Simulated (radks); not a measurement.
Radial electron density D(r) = 4 pi r^2 rho(r) of an atom or ion with 21 electrons. All-electron calculation, scalar-relativistic Kohn-Sham, BLYP, spin-polarised, spherical densities, point nucleus. Program: a radial shooting solver on a logarithmic mesh with Libxc functionals.

r (bohr)  D(r) (e/bohr)  spin D(r)
0.004764          1.535   0.000274
0.005458          1.950   0.000348
0.006253          2.468   0.000439
0.007164          3.108   0.000552
0.008208          3.892   0.000689
0.009403          4.843   0.000855
0.01077           5.982    0.00105
0.01234           7.328    0.00128
0.01414           8.892    0.00154
0.01633           10.78    0.00185
0.01871           12.78    0.00216
0.02144           14.92    0.00247
0.02456           17.14    0.00275
0.02814           19.34    0.00299
0.03224           21.37    0.00312
0.03693           23.07    0.00309
0.04231           24.27    0.00286
0.04848           24.82    0.00238
0.05598           24.62    0.00157
0.06414           23.70   0.000564
0.07348           22.26  -0.000572
0.08419           20.60   -0.00163
0.09646           19.15   -0.00231
0.1105            18.36   -0.00218
0.1266            18.56  -0.000791
0.1451            19.83    0.00235
0.1662            21.93    0.00771
0.1919            24.35     0.0163
0.2199            25.99     0.0277
0.2519            26.18     0.0435
0.2886            24.50     0.0655
0.3307            21.08     0.0965
0.3788            16.61      0.140
0.434             12.19      0.200
0.4972            8.850      0.278
0.5697            7.185      0.371
0.6579            7.150      0.480
0.7538            8.032      0.577
0.8636            8.862      0.651
0.9894            8.937      0.691
1.134             8.053      0.693
1.299             6.476      0.667
1.488             4.688      0.625
1.705             3.122      0.579
1.953             1.999      0.537
2.255             1.296      0.494
2.584            0.9561      0.451
2.96             0.7775      0.397
3.392            0.6494      0.328
3.886            0.5194      0.249
4.452            0.3811      0.171
5.1              0.2506      0.104
5.843            0.1455     0.0559
6.695           0.07354     0.0258
7.732           0.03025    0.00956
8.858           0.01102    0.00314
10.15          0.003356   0.000865
11.63         0.0008392   0.000199
13.32         0.0001694  0.0000389

What is the nuclear charge?

Answer. Z = 21. The innermost maximum, from 1s, lies near gamma/Z bohr with gamma = sqrt(1 - (Z/c)^2) = 0.988, here 0.0471 bohr (found: 0.0505), and its height grows with Z. The density is that of neutral scandium in [Ar] 3d1.5 4s1.5; the configuration itself is not fixed sharply by these data, and Z only to about a unit. D(r) has 3 maxima, at r = 0.0505, 0.240, 0.935 bohr, and minima at 0.115, 0.612 bohr, inside which lie 2.14, 10.40 electrons.
